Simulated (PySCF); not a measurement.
A PySCF script (with the pyscf-properties extension) for the NMR shieldings of `CCO[Si@@H]([SiH3])OC`, C3H12O2Si2, on a GFN2-xTB geometry:

```python
import basis_set_exchange as bse
import numpy as np
from pyscf import gto, dft
from pyscf.prop import nmr

atoms = """
C     2.935541   -0.484106   -0.630012
C     1.881498    0.427051   -0.019310
O     0.716695   -0.303394    0.228495
Si   -0.646145    0.169270    0.986070
Si   -1.602013    1.949054   -0.121644
O    -1.588732   -1.145515    1.066214
C    -2.190763   -1.878812    0.045496
H     3.147781   -1.308899    0.045284
H     2.574180   -0.891940   -1.570586
H     3.849924    0.074198   -0.810130
H     2.249474    0.856783    0.920908
H     1.654863    1.256970   -0.701935
H    -0.406493    0.317251    2.421984
H    -0.636974    3.015359   -0.435894
H    -2.673348    2.593873    0.644847
H    -2.204674    1.603897   -1.421306
H    -2.964469   -1.285265   -0.451205
H    -1.455564   -2.195112   -0.697687
H    -2.650584   -2.761411    0.492949
"""
names = dict.fromkeys(["C", "O", "Si", "H"], "pcSseg-1")
basis = {el: gto.basis.parse(bse.get_basis(n, elements=[el], fmt="nwchem")) for el, n in names.items()}
mol = gto.M(atom=atoms, basis=basis, charge=0, verbose=0)
mf = dft.RKS(mol, xc="PBE0")
mf.grids.level = 2
mf.grids.alignment = dft.numint.BLKSIZE   # the property module wants whole blocks of grid points
mf.conv_tol = 1e-9
mf.kernel()

calc = nmr.RKS(mf)   # GIAO
C = mf.mo_coeff
Co = C[:, mf.mo_occ > 0]
resp = mf.gen_response(singlet=True, hermi=2)
def vind(x):   # induced exchange potential for any number of trial vectors
    d = np.einsum("pi,xij,qj->xpq", C, 2 * x.reshape(-1, C.shape[1], Co.shape[1]), Co, optimize=True)
    return np.einsum("xpq,pi,qj->xij", resp(d - d.transpose(0, 2, 1)), C, Co, optimize=True).ravel()
mo1, _ = nmr.rhf.solve_mo1(calc, with_cphf=vind)
sigma = calc.kernel(mo1)
for i, s in enumerate(sigma):   # ppm
    w = np.linalg.eigvalsh((s + s.T) / 2)
    print("%2d %-2s iso %8.1f  s11 %8.1f  s22 %8.1f  s33 %8.1f" % (i, mol.atom_pure_symbol(i), w.mean(), *w))
```

Question: What are the results?

Answer: 
```
 0 C  iso    166.5  s11    149.3  s22    164.4  s33    185.9
 1 C  iso    127.3  s11    100.7  s22    114.7  s33    166.4
 2 O  iso    274.3  s11    225.0  s22    271.4  s33    326.5
 3 Si iso    363.5  s11    334.3  s22    372.5  s33    383.6
 4 Si iso    490.8  s11    483.3  s22    485.8  s33    503.4
 5 O  iso    300.1  s11    202.3  s22    322.7  s33    375.4
 6 C  iso    134.8  s11    108.2  s22    112.2  s33    183.8
 7 H  iso     30.2  s11     26.4  s22     28.4  s33     35.7
 8 H  iso     30.2  s11     26.5  s22     28.8  s33     35.3
 9 H  iso     30.7  s11     26.8  s22     27.7  s33     37.7
10 H  iso     27.9  s11     22.7  s22     27.9  s33     32.9
11 H  iso     27.9  s11     21.9  s22     29.6  s33     32.1
12 H  iso     26.5  s11     23.3  s22     24.2  s33     32.0
13 H  iso     28.5  s11     24.7  s22     27.4  s33     33.4
14 H  iso     28.7  s11     25.5  s22     26.0  s33     34.7
15 H  iso     28.3  s11     25.2  s22     26.4  s33     33.3
16 H  iso     28.0  s11     23.6  s22     26.5  s33     33.9
17 H  iso     27.8  s11     23.1  s22     26.7  s33     33.7
18 H  iso     27.7  s11     23.5  s22     25.5  s33     34.3
```

These numbers come from an equivalent density-fitted implementation of the same equations, which agrees with the script to about 0.01 ppm for H and up to a few tenths of a ppm for heavy atoms, so last digits may differ.

Question: Turn these shieldings into chemical shifts. Scale: ¹³C (σ = 186.93 ppm) and ²⁹Si (σ = 349.16 ppm) and ¹H (σ = 31.72 ppm) vs TMS; H2O for ¹⁷O (σ = 336.08 ppm) (reference shieldings calculated alike).

Answer: Averaging equivalent atoms: C 1: 59.7; C 6: 52.2; C 0: 20.4; O 2: 61.8; O 5: 36.0; Si 3: -14.3; Si 4: -141.7; H 12: 5.23; H 16/17/18: 3.87; H 11: 3.86; H 10: 3.86; H 13/14/15: 3.22; H 7/8/9: 1.35 ppm. Experimental scales use liquid or dissolved standards, which lie at an offset from isolated H2O (liquid H2O: subtract about 36 ppm).

Size and cost of the density-fitted run: 193 basis functions, 48 s wall time on 1 thread of an x86-64 server CPU, shared host.
